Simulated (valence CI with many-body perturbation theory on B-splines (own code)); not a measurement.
## Tc4+: one-electron terms

Calculated by relativistic CI+MBPT: three valence electrons over a frozen Dirac-Fock core [Kr], a basis of 9 s, 9 p, 10 d, 8 f, 5 g, 3 h, 1 i functions for each j, with the one-electron correlation potential Σ1 (screened to all orders), the two-electron term Σ2, the three-electron term Σ3, Breit, model QED; selected single and double excitations, second order for the rest, scaled by the run's own slope (own B-spline code, finite nucleus).

No measured levels were compared; by estimate terms of the open shell hold to 2 to 4 % of their energy, and close levels can change places; different configurations can be misplaced against each other by 1,000 to 8,000 cm⁻¹. Core correlation moves these levels by up to 16000 cm⁻¹, and in measured spectra 5 to 20 % of such shifts remained as error; rates that hang on mixing are uncertain with them.

These are the spectroscopic orbitals of the CI (the correlating ones are not listed), shaped by the core and the other valence electrons. h is the expectation value of the core's Dirac-Fock operator, without the valence repulsion; Σ1 is computed up to l = 3 at one energy for each symmetry, that of its lowest orbital but kept below the first core excitation, so for empty shells it is not the orbital's own correlation shift; Breit and QED include the response of the core.

```
Orbital  h (hartree)  Σ1 (cm⁻¹)  Breit (cm⁻¹)  QED (cm⁻¹)  ⟨r⟩ (bohr)
  5s1/2      -2.4168      -7493          80.6        89.7       2.481
  6s1/2      -1.3532      -2144          32.7        35.1       4.527
  7s1/2     -0.86997       -960          16.5        17.6       7.149
  5p1/2      -2.0874      -5413           118        -8.1       2.781
  6p1/2      -1.2074      -1780          51.3        -3.5       4.987
  7p1/2     -0.79329       -854          27.2        -1.8       7.741
  5p3/2      -2.0587      -5092          63.6        -0.9       2.824
  6p3/2      -1.1949      -1700          28.0        -0.4       5.042
  7p3/2     -0.78677       -821          15.6        -0.2       7.803
  4d3/2      -3.1938     -13599           7.2       -51.5       1.438
  5d3/2      -1.5397      -2338          12.3        -7.9       3.610
  6d3/2     -0.95615      -1020           6.5        -3.6       6.174
  4d5/2      -3.1784     -13359          -105       -42.3       1.448
  5d5/2      -1.5349      -2322          -8.5        -6.1       3.623
  6d5/2     -0.95387      -1016          -3.2        -2.8       6.190
  4f5/2      -1.5757      -6013         -24.6        -3.7       3.022
  5f5/2      -1.0092      -3100         -16.3        -2.6       5.512
  4f7/2      -1.5764      -5928         -27.6        -3.6       3.021
  5f7/2      -1.0093      -3043         -18.6        -2.5       5.512
  5g7/2     -0.90365                     -0.2         0.0       5.465
  5g9/2     -0.90366                     -0.2         0.0       5.465
```

Among the shells of the start configuration 4d3, Σ1 is largest in size for 4d3/2, where it is 1.9 % of h.

Lowest root of each symmetry, sizes in configuration state functions:

```csv
J,Parity,Roots,Reference,Variational,Second order,Change by selected CI (cm⁻¹),Change by second order (cm⁻¹)
1/2,even,6,43,10028,34781,-4526,-4
3/2,even,10,71,14040,68497,-3097,-2
5/2,even,10,79,15739,91078,-3074,-3
7/2,even,7,66,15834,91307,-3072,-4
9/2,even,6,49,13557,86152,-3102,-5
11/2,even,2,25,9392,70425,-4926,-12
1/2,odd,6,39,8853,34005,-4158,-3
3/2,odd,10,66,14571,61381,-4038,-4
5/2,odd,11,72,16976,81515,-3926,-5
7/2,odd,9,63,16094,87441,-3934,-5
9/2,odd,6,42,16547,82901,-3979,-5
11/2,odd,3,24,13350,68892,-3960,-4
```
